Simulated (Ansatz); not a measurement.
`C/C=C\[NH][GaH2]`, charge 0, multiplicity 1.

**Question.** Give a relaxed structure at PBE0-D4/def2-TZVP (the Gaussian-basis code of Ansatz). (An estimate is asked.)

**Answer.** Computed: 
Cartesian coordinates in Å:
```
C -0.1049 1.6296 0.2942
C -0.6630 0.5584 1.1665
C -0.5889 -0.7570 0.9401
N 0.0054 -1.4151 -0.1226
Ga 0.9387 -0.9836 -1.6516
H -0.5201 1.5953 -0.7203
H 0.9828 1.5474 0.1806
H -0.3175 2.6186 0.7018
H -1.1800 0.8569 2.0707
H -1.0472 -1.4212 1.6687
H -0.1022 -2.4142 -0.0330
H 1.3231 -2.2875 -2.4262
H 1.2738 0.4723 -2.0689
```
Point group Cs.
This is one stationary point; other conformers may exist.
